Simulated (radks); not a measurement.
Results of a calculation; reference values are marked as such.
Task: These are the eigenvalues of the occupied orbitals of an atom or ion with whole-number occupations (eV). Code: a radial shooting solver on a logarithmic mesh with Libxc functionals. Model: scalar-relativistic Kohn-Sham, BLYP, spin-polarised, spherical densities, finite nucleus; Fermi nuclear charge, rms radius of each element as measured or else 0.836 A^(1/3) + 0.57 fm.

| orbital | eigenvalue |
|---|---|
| 1s up | -58983.14 |
| 1s down | -58982.26 |
| 2s up | -11227.19 |
| 2s down | -11226.71 |
| 2p up | -10119.71 |
| 2p down | -10118.96 |
| 3s up | -3673.084 |
| 3s down | -3672.168 |
| 3p up | -3335.054 |
| 3p down | -3334.022 |
| 3d up | -2923.445 |
| 3d down | -2922.498 |
| 4s up | -1743.105 |
| 4s down | -1737.372 |
| 4p up | -1615.371 |

Which element is it, and in what charge state? The configuration may be excited. Open shells, if any, are filled with parallel spins first.

Result: Z = 68, erbium, charge +37: Er37+ in [Ar] 3d10 4s2 4p1. The list shows which subshells hold electrons but not how many an open one holds; the 1s level, -2167.6 hartree, gives Z - s = 65.8 by -(Z - s)^2/2, which with screening and relativity narrows Z to a few neighbours, and the depths of the outer levels then fix element, charge and occupations together.
